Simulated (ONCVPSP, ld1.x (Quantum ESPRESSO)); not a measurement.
## Hardness and transferability of assorted potentials

Generated with ld1.x 7.5 (TM, RRKJ, ultrasoft, PAW), atompaw 4.2 or ONCVPSP 4.0.1. The cutoff is in Ry: for ld1.x and atompaw files where the sum of valence levels is converged to 10 mRy in a Bessel basis, for ONCV files where the hardest occupied wave has 1 mHa per electron of residual kinetic energy. The error is the largest all-electron minus pseudo excitation energy over each file’s own four to seven test configurations (ionisations up to +4, promotions, holes and added fractions of an electron), all of which were solved. The labels leave out finer settings (local radius, basis sizes, second energies), which also bear on the numbers. Spin-polarised tests are not counted. The rows are a selection from randomly drawn settings: files with unsolved tests, undetermined cutoffs or missed reference levels are left out.

A true bound ghost makes a file unfit for plane-wave use even where its test errors are small: the radial tests pick states by their node count and pass the ghost by.

| element | potential | cutoff (Ry) | largest error (meV) | bound ghosts |
| --- | --- | --- | --- | --- |
| Be | ONCV, PBE, scalar-relativistic, rc 0.95/0.85/0.85 (spd), local smoothed, core correction no, reference 1s2 2s2, qcut 10.2/9.2/12.2, projectors 2/2/2 | 257 | +5.6 | none |
| Fe | ONCV, PBE, fully relativistic, rc 1.50/1.45/0.90 (spd), local smoothed, core correction yes, reference 3s2 3p6 3d6 4s1.5 4p0.5, qcut 8/10.5/9.3, projectors 2/2/2 | 429 | +1.2 | none |
| Cu | ONCV, PBE, scalar-relativistic, rc 1.15/1.10/1.10 (spd), local smoothed, core correction yes, reference 3s2 3p6 3d8, qcut 9.9/13.2/12.4, projectors 1/2/2 | 134 | +593 | none |
| Br | ONCV, PBE, scalar-relativistic, rc 1.15/1.55/0.75 (spd), local smoothed, core correction yes, reference 3d10 4s2 4p4, qcut 5.1/5.8/16.3, projectors 2/2/3 | 525 | -4.0 | s |
| Br | ONCV, PBE, scalar-relativistic, rc 1.20/1.46/1.46 (spd), local smoothed, core correction no, reference 3s2 3p6 3d10 4s2 4p3.5, qcut 12/10.1/13.5, projectors 2/2/3 | 129 | -13 | none |
| Au | ultrasoft, PBE, fully relativistic, rc 2.25/3.65/1.85 (spd), local smoothed, core correction yes, reference 5d10 6s0.75 6p0 | 35 | -502 | p1/2, p3/2 |
| Hg | ONCV, PBE, scalar-relativistic, rc 1.70/1.10/2.15 (spd), local smoothed, core correction yes, reference 5s2 5p6 5d10 6s2, qcut 6.4/8.4/6.9, projectors 3/2/2 | 92 | -41 | none |

Task: Fill in the row for I: ONCV, PBE, scalar-relativistic, rc 1.30/1.10/1.40 (spd), local smoothed, core correction yes, reference 4s2 4p6 4d10 5s1.75 5p5.25, qcut 7.4/15.3/8.8, projectors 2/3/2.

Result: cutoff 145 Ry, largest error -743 meV, bound ghosts: none.

Task: Fill in the row for Zn: ONCV, PBE, scalar-relativistic, rc 1.10/0.65/0.95 (spd), local smoothed, core correction yes, reference 3s2 3p6 3d10 4s2, qcut 13.3/11/13.7, projectors 2/1/2.

Result: cutoff 251 Ry, largest error -63 meV, bound ghosts: none.
